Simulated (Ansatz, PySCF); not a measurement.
System: C₂HF₂, charge 0, multiplicity 2. It need not be the lowest isomer of its formula. SMILES: F[C]=CF
Geometry: optimised at B3LYP-D3(BJ)/def2-TZVP (Ansatz, an electronic-structure program).

Quantity: atomisation energy (electronic, to ground-state atoms), in kcal/mol. Correlated levels leave the core frozen unless marked. Open shells are spin-unrestricted. Spin-orbit coupling is left out. No relativistic terms. The coupled-cluster limit lacks core correlation, which all-electron functionals hold. CBS marks a two-point X^-3 extrapolation of the correlation energy; Hartree-Fock from the larger set. [CCSD(T)-MP2]/basis is that difference in the basis named.

```csv
level,program,atomisation energy (kcal/mol)
HF/def2-TZVPD,PySCF,306.3
BP86-D4/def2-TZVPD,PySCF + dftd4,481.7
TPSSh-D4/def2-TZVPD,PySCF + dftd4,456.7
HSE06-D3(BJ)/def2-TZVPD,Ansatz + dftd3,462.9
CAM-B3LYP-D4/def2-TZVPD,Ansatz + dftd4,458.9
CCSD/6-31G,Ansatz,360.1
"RI-MP2/CBS(cc-pVTZ,cc-pVQZ)+[CCSD(T)-MP2]/cc-pVTZ",Ansatz,451.1
```

The UHF reference is spin-contaminated (<S^2> 0.21 over the pure value in the largest basis).
